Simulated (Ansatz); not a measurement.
Mulliken charges of C$_{2}$H$_{7}$Ga (`C[CH2][GaH2]`) from PBE/def2-TZVPP in Ansatz (PBE0-D4/def2-TZVP geometry).

| atom | x (Å) | y (Å) | z (Å) | charge (e) |
| --- | --- | --- | --- | --- |
| C1 | -1.025 | 0.451 | -0.629 | -0.283 |
| C2 | -0.093 | -0.684 | -0.195 | -0.201 |
| Ga3 | 1.368 | -0.007 | 0.955 | 0.152 |
| H4 | -1.835 | 0.084 | -1.266 | 0.083 |
| H5 | -0.495 | 1.221 | -1.198 | 0.092 |
| H6 | -1.494 | 0.945 | 0.227 | 0.091 |
| H7 | -0.660 | -1.446 | 0.347 | 0.083 |
| H8 | 0.337 | -1.169 | -1.076 | 0.082 |
| H9 | 1.201 | 0.052 | 2.521 | -0.050 |
| H10 | 2.695 | 0.554 | 0.315 | -0.050 |

Question: By hand: the dipole of these point charges (1 e Å = 4.8032 D).

Answer: Σ q r = (-0.039, -0.032, -0.034) e Å, of length 0.061 e Å = 0.29 D.

Question: How does the dipole of the full density compare? (Estimate.)

Answer: The calculation gave: (-0.137, -0.075, -0.110) e Å, 0.92 D; the point charges give 0.32 times that, at 9° from its direction.

Point charges leave out the atoms' own dipoles, such as those of lone pairs, and Mulliken's split depends on the basis, so the two needn't agree.
